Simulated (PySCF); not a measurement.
Working out the excitation energy of Mg

Mg [Ne] 3s2 (1S) → Mg [Ne] 3p2 (3P). Computed with PySCF 2.14 in x2c-TZVPPall (5s4p3d, 32 functions), with the spin-free X2C one-electron Hamiltonian (Gaussian nucleus). Frozen: 1s2. Energies in hartree (1 hartree = 27.21139 eV):

```json
{"part": "UHF", "Mg (lower)": "-199.912927", "Mg (upper)": "-199.679365"}
{"part": "CCSD correlation", "Mg (lower)": "-0.201090", "Mg (upper)": "-0.172825"}
{"part": "(T)", "Mg (lower)": "-0.002055", "Mg (upper)": "-0.001220"}
```

Q: What does Hartree-Fock give?

A: (-199.679365) − (-199.912927) = 0.233562 hartree = 6.356 eV.

Q: What do CCSD and CCSD(T) give?

A: The CCSD correlation energies differ by 0.028265 hartree = 0.769 eV and the triples by 0.000835 hartree = 0.023 eV, so CCSD gives 7.125 eV and CCSD(T) 7.148 eV.

Measured between the centres of the two terms (NIST): 7.173 eV, so CCSD(T) (valence and next inner shell) is off by -0.025 eV.

What remains against the reference includes basis incompleteness, the frozen core and higher excitations.
